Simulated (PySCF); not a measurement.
How methods differ on the ionisation energy of Cd(16+)

Cd(16+) [Ar] 3d10 4s2 4p2 [4p1/2^2, M_J = 0] → Cd(17+) [Ar] 3d10 4s2 4p1 [4p1/2^1, M_J = 1/2], as a difference of total energies. Calculation: PySCF 2.14, in an even-tempered Gaussian basis (18 s from 0.84 bohr⁻², ratio 2.8; 14 p from 1.1 bohr⁻², ratio 2.8; 9 d from 1.9 bohr⁻², ratio 2.8; 4 f from 6.2 bohr⁻², ratio 3); the two-component X2C-1e Hamiltonian. Correlated levels: [Ne] frozen; the 92 highest virtual spinors dropped. "Screened" scales the spin-orbit matrix elements by Boettger's factors to mimic the two-electron term; Breit and QED terms are absent.

```csv
method,ionisation energy (eV)
GHF (screened spin-orbit),418.34
GMP2 (screened spin-orbit),419.91
```

Question: How much does correlation contribute at GMP2 (screened spin-orbit)?

Answer: 419.91 − (418.34) = 1.57 eV, measured against GHF (screened spin-orbit).

Breit and QED terms and the two-electron picture change are absent.

The labels give the starting determinants; with spin-orbit coupling the two ends relaxed to ⟨J²⟩ = 0.00, ⟨L²⟩ = 1.34, ⟨S²⟩ = 1.34 and ⟨J²⟩ = 0.75, ⟨L²⟩ = 2.02, ⟨S²⟩ = 0.76.

For comparison: 421 ± 3 eV (theoretical estimate listed by NIST; NIST Atomic Spectra Database, ionization energies).
